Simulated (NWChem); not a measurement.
The numbers come from NWChem runs, not from measurements. System: H₆GeSi, charge 0, spin multiplicity 1, displaced from the optimised geometry. Level: LDA (SVWN5)/def2-TZVP.

The NWChem input:

```
start mol
memory heap 200 mb stack 900 mb global 1100 mb
geometry units angstroms nocenter noautoz
  Si     0.062952     1.636405     0.000000
  Ge    -0.030484    -0.792556     0.000000
  H      0.798329     2.133210     1.239720
  H      0.798329     2.133210    -1.239720
  H     -1.347352     2.215661     0.000000
  H     -0.786997    -1.314987     1.274489
  H     -0.786997    -1.314987    -1.274489
  H      1.418852    -1.399981     0.000000
  symmetry group Cs
end
basis spherical
  * library def2-tzvp
end
basis "cd basis" spherical
  * library weigend_coulomb_fitting
end
dft
  xc slater vwn_5
  semidirect memsize 60000000 filesize 0
  iterations 100
end
task dft gradient
```

Part of the output:

```
             Northwest Computational Chemistry Package (NWChem) 7.3.0
             --------------------------------------------------------

                                NWChem Input Module
                                -------------------

 Scaling coordinates for geometry "geometry" by  1.889725989
 (inverse scale =  0.529177249)

 Turning off AUTOSYM since
 SYMMETRY directive was detected!

                             Geometry "geometry" -> ""
                             -------------------------

 Output coordinates in angstroms (scale by  1.889725989 to convert to a.u.)

  No.       Tag          Charge          X              Y              Z
 ---- ---------------- ---------- -------------- -------------- --------------
    1 Si                  14.0000     0.06295200     1.63640500     0.00000000
    2 Ge                  32.0000    -0.03048400    -0.79255600     0.00000000
    3 H                    1.0000     0.79832900     2.13321000     1.23972000
    4 H                    1.0000     0.79832900     2.13321000    -1.23972000
    5 H                    1.0000    -1.34735200     2.21566100     0.00000000
    6 H                    1.0000    -0.78699700    -1.31498700     1.27448900
    7 H                    1.0000    -0.78699700    -1.31498700    -1.27448900
    8 H                    1.0000     1.41885200    -1.39998100     0.00000000

 Effective nuclear repulsion energy (a.u.)     169.0362113133

            Nuclear Dipole moment (a.u.)
            ----------------------------
        X                 Y               Z
 ---------------- ---------------- ----------------
     0.0000075589     0.0000075589     0.0000000000

      Symmetry information
      --------------------

 Group name             Cs
 Group number              2
 Group order               2
 No. of unique centers     6

      Symmetry unique atoms

     1    2    3    5    6    8


 Summary of "ao basis" -> "" (spherical)
 ------------------------------------------------------------------------------
       Tag                 Description            Shells   Functions and Types
 ---------------- ------------------------------  ------  ---------------------
 *                         def2-tzvp                  on all atoms

 Summary of "cd basis" -> "" (spherical)
 ------------------------------------------------------------------------------
       Tag                 Description            Shells   Functions and Types
 ---------------- ------------------------------  ------  ---------------------
 *                  weigend_coulomb_fitting           on all atoms

                                 NWChem DFT Module
                                 -----------------

 Summary of "ao basis" -> "ao basis" (spherical)
 ------------------------------------------------------------------------------
       Tag                 Description            Shells   Functions and Types
 ---------------- ------------------------------  ------  ---------------------
 Si                        def2-tzvp                13       37   5s5p2d1f
 Ge                        def2-tzvp                16       48   6s5p4d1f
 H                         def2-tzvp                 4        6   3s1p

 Summary of "cd basis" -> "cd basis" (spherical)
 ------------------------------------------------------------------------------
       Tag                 Description            Shells   Functions and Types
 ---------------- ------------------------------  ------  ---------------------
 Si                 weigend coulomb fitting         17       51   8s4p3d1f1g
 Ge                 weigend coulomb fitting         18       58   8s4p3d2f1g
 H                  weigend coulomb fitting          5       11   3s1p1d

 Summary of "ao basis" -> "ao basis" (spherical)
 ------------------------------------------------------------------------------
       Tag                 Description            Shells   Functions and Types
 ---------------- ------------------------------  ------  ---------------------
 Si                        def2-tzvp                13       37   5s5p2d1f
 Ge                        def2-tzvp                16       48   6s5p4d1f
 H                         def2-tzvp                 4        6   3s1p

      Symmetry analysis of basis
      --------------------------

        a'         79
        a"         42

            General Information
            -------------------
          SCF calculation type: DFT
          Wavefunction type:  closed shell.
          No. of atoms     :     8
          No. of electrons :    52
           Alpha electrons :    26
            Beta electrons :    26
          Charge           :     0
          Spin multiplicity:     1
          Use of symmetry is: on ; symmetry adaption is: on
          Maximum number of iterations: 100
          AO basis - number of functions:   121
                     number of shells:    53
          A Charge density fitting basis will be used.
          CD basis - number of functions:   175
                     number of shells:    65
          Convergence on energy requested:  1.00D-06
          Convergence on density requested:  1.00D-05
          Convergence on gradient requested:  5.00D-04

              XC Information
              --------------
                        Slater Exchange Functional  1.000 local
                      VWN V Correlation Functional  1.000 local

             Grid Information
             ----------------
          Grid used for XC integration:  medium
          Radial quadrature: Mura-Knowles
          Angular quadrature: Lebedev.
          Tag              B.-S. Rad. Rad. Pts. Rad. Cut. Ang. Pts.
[...]
 d= 0,ls=0.0,diis     6  -2365.7248891396 -8.82D-06  8.24D-06  1.14D-06     1.9
 d= 0,ls=0.0,diis     7  -2365.7248893514 -2.12D-07  2.57D-06  6.20D-08     2.0

         Total DFT energy =    -2365.724889351380
      One electron energy =    -3636.118474469250
           Coulomb energy =     1198.974080441678
    Exchange-Corr. energy =      -97.616706637067
 Nuclear repulsion energy =      169.036211313258

 Numeric. integr. density =       51.999998023851

     Total iterative time =      0.7s

                  Occupations of the irreducible representations
                  ----------------------------------------------

                     irrep           alpha         beta
                     --------     --------     --------
                     a'               19.0         19.0
                     a"                7.0          7.0

                       DFT Final Molecular Orbital Analysis
                       ------------------------------------

 Vector   24  Occ=2.000000D+00  E=-2.977249D-01  Symmetry=a'
              MO Center=  1.2D-01,  1.8D-02, -1.1D-17, r^2= 5.0D+00
   Bfn.  Coefficient  Atom+Function         Bfn.  Coefficient  Atom+Function
  ----- ------------  ---------------      ----- ------------  ---------------
    53      0.266339  2 Ge px               117      0.214154  8 H  s
    15     -0.176113  1 Si px                56      0.167564  2 Ge px
    99      0.166763  5 H  s                118      0.135159  8 H  s
    47     -0.131263  2 Ge px               116      0.126837  8 H  s
   100      0.115612  5 H  s                105     -0.107075  6 H  s

 Vector   25  Occ=2.000000D+00  E=-2.977232D-01  Symmetry=a"
              MO Center= -1.2D-01,  2.7D-02,  2.3D-14, r^2= 5.0D+00
   Bfn.  Coefficient  Atom+Function         Bfn.  Coefficient  Atom+Function
  ----- ------------  ---------------      ----- ------------  ---------------
    55      0.266541  2 Ge pz               105      0.185463  6 H  s
   111     -0.185463  7 H  s                 17     -0.176238  1 Si pz
    58      0.167692  2 Ge pz                87     -0.144414  3 H  s
    93      0.144414  4 H  s                 49     -0.131362  2 Ge pz
   106      0.117053  6 H  s                112     -0.117053  7 H  s

 Vector   26  Occ=2.000000D+00  E=-2.658411D-01  Symmetry=a'
              MO Center=  1.4D-02,  3.5D-01,  5.4D-16, r^2= 3.5D+00
   Bfn.  Coefficient  Atom+Function         Bfn.  Coefficient  Atom+Function
  ----- ------------  ---------------      ----- ------------  ---------------
    54     -0.338279  2 Ge py                16      0.317237  1 Si py
    57     -0.217840  2 Ge py                48      0.160994  2 Ge py
    19      0.132333  1 Si py                 7     -0.123812  1 Si py
    13      0.118694  1 Si py               105      0.084488  6 H  s
   111      0.084488  7 H  s                117      0.084469  8 H  s

 Vector   27  Occ=0.000000D+00  E=-3.325804D-02  Symmetry=a'
              MO Center=  1.8D-02,  4.8D-01, -1.5D-14, r^2= 7.0D+00
   Bfn.  Coefficient  Atom+Function         Bfn.  Coefficient  Atom+Function
  ----- ------------  ---------------      ----- ------------  ---------------
    43      1.633446  2 Ge s                 19      0.972429  1 Si py
     5     -0.817804  1 Si s                 57      0.623400  2 Ge py
   106     -0.402466  6 H  s                112     -0.402466  7 H  s
   118     -0.402558  8 H  s                 42      0.344435  2 Ge s
    16      0.298470  1 Si py                41     -0.188854  2 Ge s

 Vector   28  Occ=0.000000D+00  E=-2.131761D-02  Symmetry=a'
              MO Center=  1.3D-01,  5.6D-01, -6.8D-18, r^2= 4.8D+00
   Bfn.  Coefficient  Atom+Function         Bfn.  Coefficient  Atom+Function
  ----- ------------  ---------------      ----- ------------  ---------------
    18      0.751502  1 Si px               100      0.747111  5 H  s
   118     -0.596823  8 H  s                 56      0.574768  2 Ge px
    88     -0.373483  3 H  s                 94     -0.373483  4 H  s
   106      0.298484  6 H  s                112      0.298484  7 H  s
    15      0.227686  1 Si px                53      0.160883  2 Ge px

 Vector   29  Occ=0.000000D+00  E=-2.131707D-02  Symmetry=a"
              MO Center= -8.4D-02,  5.7D-01, -9.2D-15, r^2= 4.8D+00
   Bfn.  Coefficient  Atom+Function         Bfn.  Coefficient  Atom+Function
  ----- ------------  ---------------      ----- ------------  ---------------
    20      0.752042  1 Si pz                88     -0.646963  3 H  s
    94      0.646963  4 H  s                 58      0.575201  2 Ge pz
   106     -0.516916  6 H  s                112      0.516916  7 H  s
    17      0.227860  1 Si pz                55      0.161003  2 Ge pz
   105     -0.129971  6 H  s                111      0.129971  7 H  s

 center of mass
 --------------
 x =  -0.00695577 y =  -0.18091562 z =   0.00000000

 moments of inertia (a.u.)
 ------------------
         522.497166397805         -18.348376256855           0.000000000000
         -18.348376256855          46.215079147308           0.000000000000
           0.000000000000           0.000000000000         523.203109077251

     Multipole analysis of the density
     ---------------------------------

     L   x y z        total         alpha         beta         nuclear
     -   - - -        -----         -----         ----         -------
     0   0 0 0     -0.000000    -26.000000    -26.000000     52.000000

     1   1 0 0      0.001164      0.000578      0.000578      0.000008
     1   0 1 0      0.029223      0.014608      0.014608      0.000008
     1   0 0 1     -0.000000     -0.000000     -0.000000      0.000000

     2   2 0 0    -26.494459    -24.723029    -24.723029     22.951600
     2   1 1 0     -0.022149     -4.866804     -4.866804      9.711459
     2   1 0 1     -0.000000     -0.000000     -0.000000      0.000000
     2   0 2 0    -27.067622   -151.053338   -151.053338    275.039055
     2   0 1 1     -0.000000     -0.000000     -0.000000      0.000000
     2   0 0 2    -26.493657    -24.535777    -24.535777     22.577896

            General Information
            -------------------
          SCF calculation type: DFT
          Wavefunction type:  closed shell.
          No. of atoms     :     8
          No. of electrons :    52
           Alpha electrons :    26
            Beta electrons :    26
          Charge           :     0
          Spin multiplicity:     1
          Use of symmetry is: on ; symmetry adaption is: on
          Maximum number of iterations: 100
          AO basis - number of functions:   121
                     number of shells:    53
          A Charge density fitting basis will be used.
          CD basis - number of functions:   175
                     number of shells:    65
          Convergence on energy requested:  1.00D-06
          Convergence on density requested:  1.00D-05
          Convergence on gradient requested:  5.00D-04

              XC Information
              --------------
                        Slater Exchange Functional  1.000 local
                      VWN V Correlation Functional  1.000 local

             Grid Information
             ----------------
          Grid used for XC integration:  medium
          Radial quadrature: Mura-Knowles
          Angular quadrature: Lebedev.
          Tag              B.-S. Rad. Rad. Pts. Rad. Cut. Ang. Pts.
          ---              ---------- --------- --------- ---------
          Si                  1.10       88          10.0       590
          Ge                  1.25      112          10.0       590
          H                   0.35       45          12.0       434
          Grid pruning is: on
          Number of quadrature shells:   380
          Spatial weights used:  Erf1

          Convergence Information
          -----------------------
          Convergence aids based upon iterative change in
          total energy or number of iterations.
          Levelshifting, if invoked, occurs when the
          HOMO/LUMO gap drops below (HL_TOL):  1.00D-02
          DIIS, if invoked, will attempt to extrapolate
          using up to (NFOCK): 10 stored Fock matrices.

                    Damping( 0%)  Levelshifting(0.5)       DIIS
                  --------------- ------------------- ---------------
          dE  on:    start            ASAP                start
          dE off:    2 iters        100 iters           100 iters

      Screening Tolerance Information
      -------------------------------
          Density screening/tol_rho:  1.00D-10
          AO Gaussian exp screening on grid/accAOfunc:  14
          CD Gaussian exp screening on grid/accCDfunc:  20
          XC Gaussian exp screening on grid/accXCfunc:  20
          Schwarz screening/accCoul:  1.00D-08

  int_init: cando_txs set to always be  F
  intd_init: cando_txs set to always be  F

                            NWChem DFT Gradient Module
                            --------------------------

  charge          =   0.00
  wavefunction    = closed shell

  Using symmetry

                         DFT ENERGY GRADIENTS

    atom               coordinates                        gradient
                 x          y          z           x          y          z
   1 Si      0.118962   3.092357   0.000000    0.000161   0.004186   0.000000
   2 Ge     -0.057606  -1.497714   0.000000   -0.000156  -0.004012   0.000000
   3 H       1.508623   4.031182   2.342731    0.004418   0.003169   0.007436
   4 H       1.508623   4.031182  -2.342731    0.004418   0.003169  -0.007436
   5 H      -2.546126   4.186992   0.000000   -0.008451   0.003660   0.000000
   6 H      -1.487209  -2.484965   2.408435   -0.004651  -0.003216   0.007836
   7 H      -1.487209  -2.484965  -2.408435   -0.004651  -0.003216  -0.007836
   8 H       2.681241  -2.645580   0.000000    0.008913  -0.003739   0.000000

                 ----------------------------------------
                 |  Time  |  1-e(secs)   |  2-e(secs)   |
                 ----------------------------------------
                 |  CPU   |       0.01   |       0.00   |
                 ----------------------------------------
                 |  WALL  |       0.01   |       0.00   |
                 ----------------------------------------

 Task  times  cpu:        3.0s     wall:        3.0s

 Total times  cpu:        3.0s     wall:        3.0s
```
